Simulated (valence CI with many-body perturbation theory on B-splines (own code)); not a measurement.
# Tb XXXII: electric-dipole lines

Level of theory: valence CI with perturbative core correlation (CI+MBPT): six valence electrons over a frozen Dirac-Fock core [Ar] 3d10, a basis of 9 s, 9 p, 8 d, 6 f, 3 g, 1 h functions for each j, with the one-electron correlation potential Σ1, the two-electron term Σ2, the three-electron term Σ3, Breit, model QED; selected CI, second order for the rest, scaled by the run's own slope (own B-spline code, finite nucleus).

The last digits are not significant, and no measured levels were compared; by estimate large intervals hold to a few tenths of a per cent, small ones and those within an open d or f shell to about a per cent. Among the levels kept, up to 630 cm⁻¹ of a level comes from second order outside the variational space, and about a tenth of that is noise between levels of different J, which matters for small intervals.

Lines 51 to 90 of 90 in falling wavelength, among levels below 1609000 cm⁻¹, chosen from the strongest by gf and those to the six lowest levels. Wavelengths and rates use the calculated energies. Electric multipoles are in the length gauge, E1 and E2 with the static RPA response of the core. Weak lines are less certain than strong ones. Lines between different terms over intervals too small for the method are left out, as are lines whose strength nearly cancels. The highest levels of a list are the least certain.

Levels are named by their leading jj configuration (3d3/2^4 stands for four electrons in 3d with j = 3/2), which in mixed levels can hold well under half, so a name can repeat and another be missing. Letters in brackets count levels of one name in rising energy.

```tsv
λ vac (Å)	Upper	Lower	A (s⁻¹)	S (a.u.)
89.30	(4s^2 4p1/2^2 4p3/2 4d5/2) J=2	(4s^2 4p1/2^2 4p3/2^2) J=2	1.57e+11	2.77e-01
88.76	(4s^2 4p1/2 4p3/2^2 4d5/2) J=3 [b]	(4s^2 4p1/2 4p3/2^3) J=2	1.92e+09	4.65e-03
88.24	(4s^2 4p1/2^2 4p3/2 4d5/2) J=1	(4s^2 4p1/2^2 4p3/2^2) J=0	1.75e+11	1.78e-01
88.10	(4s^2 4p1/2 4p3/2^2 4d5/2) J=2 [a]	(4s^2 4p1/2 4p3/2^3) J=1	1.31e+09	2.22e-03
87.31	(4s^2 4p1/2 4p3/2^2 4d5/2) J=0 [b]	(4s^2 4p1/2 4p3/2^3) J=1	2.33e+11	7.66e-02
87.16	(4s^2 4p1/2 4p3/2^2 4d5/2) J=2 [b]	(4s^2 4p1/2 4p3/2^3) J=2	1.15e+11	1.88e-01
86.98	(4s^2 4p1/2 4p3/2^2 4d3/2) J=1 [c]	(4s^2 4p1/2 4p3/2^3) J=1	1.03e+11	9.99e-02
86.96	(4s^2 4p1/2^2 4p3/2 4d5/2) J=3	(4s^2 4p1/2^2 4p3/2^2) J=2	1.97e+11	4.48e-01
86.44	(4s^2 4p1/2 4p3/2^2 4d3/2) J=1 [d]	(4s^2 4p1/2 4p3/2^3) J=2	1.23e+11	1.18e-01
85.21	(4s^2 4p1/2 4p3/2^2 4d5/2) J=3 [c]	(4s^2 4p1/2 4p3/2^3) J=2	2.69e+11	5.75e-01
84.92	(4s^2 4p1/2 4p3/2^2 4d5/2) J=2 [b]	(4s^2 4p1/2 4p3/2^3) J=1	1.18e+11	1.78e-01
84.23	(4s^2 4p1/2 4p3/2^2 4d3/2) J=1 [d]	(4s^2 4p1/2 4p3/2^3) J=1	8.08e+10	7.15e-02
84.01	(4s^2 4p1/2^2 4p3/2 4d5/2) J=1	(4s^2 4p1/2^2 4p3/2^2) J=2	4.28e+08	3.76e-04
83.93	(4s^2 4p1/2 4p3/2^2 4d5/2) J=1 [b]	(4s^2 4p1/2 4p3/2^3) J=2	4.49e+11	3.93e-01
82.90	(4s^2 4p1/2 4p3/2^2 4d5/2) J=2 [c]	(4s^2 4p1/2 4p3/2^3) J=2	2.65e+11	3.72e-01
81.84	(4s^2 4p1/2 4p3/2^2 4d5/2) J=1 [b]	(4s^2 4p1/2 4p3/2^3) J=1	1.08e+11	8.74e-02
80.86	(4s^2 4p1/2 4p3/2^2 4d5/2) J=2 [c]	(4s^2 4p1/2 4p3/2^3) J=1	4.22e+11	5.50e-01
80.08	(4s^2 4p1/2 4p3/2^2 4d3/2) J=1 [a]	(4s^2 4p1/2^2 4p3/2^2) J=0	5.55e+09	4.22e-03
76.58	(4s^2 4p1/2 4p3/2^2 4d3/2) J=1 [a]	(4s^2 4p1/2^2 4p3/2^2) J=2	3.31e+09	2.20e-03
76.27	(4s^2 4p1/2 4p3/2^2 4d5/2) J=1 [a]	(4s^2 4p1/2^2 4p3/2^2) J=0	6.91e+09	4.54e-03
76.10	(4s^2 4p1/2 4p3/2^2 4d3/2) J=2 [a]	(4s^2 4p1/2^2 4p3/2^2) J=2	5.18e+09	5.64e-03
74.85	(4s^2 4p1/2 4p3/2^2 4d3/2) J=3 [a]	(4s^2 4p1/2^2 4p3/2^2) J=2	6.83e+09	9.90e-03
73.09	(4s^2 4p1/2 4p3/2^2 4d5/2) J=1 [a]	(4s^2 4p1/2^2 4p3/2^2) J=2	2.41e+10	1.39e-02
71.95	(4s^2 4p1/2 4p3/2^2 4d5/2) J=3 [a]	(4s^2 4p1/2^2 4p3/2^2) J=2	1.03e+10	1.33e-02
71.46	(4s^2 4p1/2 4p3/2^2 4d3/2) J=1 [b]	(4s^2 4p1/2^2 4p3/2^2) J=0	1.83e+09	9.90e-04
71.38	(4s^2 4p1/2 4p3/2^2 4d3/2) J=2 [b]	(4s^2 4p1/2^2 4p3/2^2) J=2	4.69e+10	4.21e-02
68.85	(4s^2 4p1/2 4p3/2^2 4d3/2) J=1 [c]	(4s^2 4p1/2^2 4p3/2^2) J=0	4.58e+11	2.21e-01
68.66	(4s^2 4p1/2 4p3/2^2 4d3/2) J=1 [b]	(4s^2 4p1/2^2 4p3/2^2) J=2	7.08e+11	3.39e-01
68.26	(4s^2 4p1/2 4p3/2^2 4d3/2) J=2 [c]	(4s^2 4p1/2^2 4p3/2^2) J=2	8.46e+11	6.64e-01
67.85	(4s^2 4p1/2 4p3/2^2 4d3/2) J=3 [b]	(4s^2 4p1/2^2 4p3/2^2) J=2	9.51e+11	1.03e+00
67.11	(4s^2 4p1/2 4p3/2^2 4d3/2) J=1 [d]	(4s^2 4p1/2^2 4p3/2^2) J=0	4.23e+11	1.89e-01
66.89	(4s^2 4p1/2 4p3/2^2 4d5/2) J=2 [a]	(4s^2 4p1/2^2 4p3/2^2) J=2	8.34e+09	6.16e-03
66.25	(4s^2 4p1/2 4p3/2^2 4d3/2) J=1 [c]	(4s^2 4p1/2^2 4p3/2^2) J=2	1.58e+11	6.80e-02
65.93	(4s^2 4p1/2 4p3/2^2 4d5/2) J=3 [b]	(4s^2 4p1/2^2 4p3/2^2) J=2	2.02e+08	2.00e-04
65.59	(4s^2 4p1/2 4p3/2^2 4d5/2) J=1 [b]	(4s^2 4p1/2^2 4p3/2^2) J=0	1.12e+11	4.67e-02
65.04	(4s^2 4p1/2 4p3/2^2 4d5/2) J=2 [b]	(4s^2 4p1/2^2 4p3/2^2) J=2	6.78e+10	4.60e-02
64.64	(4s^2 4p1/2 4p3/2^2 4d3/2) J=1 [d]	(4s^2 4p1/2^2 4p3/2^2) J=2	9.30e+10	3.72e-02
63.95	(4s^2 4p1/2 4p3/2^2 4d5/2) J=3 [c]	(4s^2 4p1/2^2 4p3/2^2) J=2	5.93e+10	5.35e-02
63.22	(4s^2 4p1/2 4p3/2^2 4d5/2) J=1 [b]	(4s^2 4p1/2^2 4p3/2^2) J=2	3.02e+09	1.13e-03
62.64	(4s^2 4p1/2 4p3/2^2 4d5/2) J=2 [c]	(4s^2 4p1/2^2 4p3/2^2) J=2	3.53e+10	2.14e-02
```
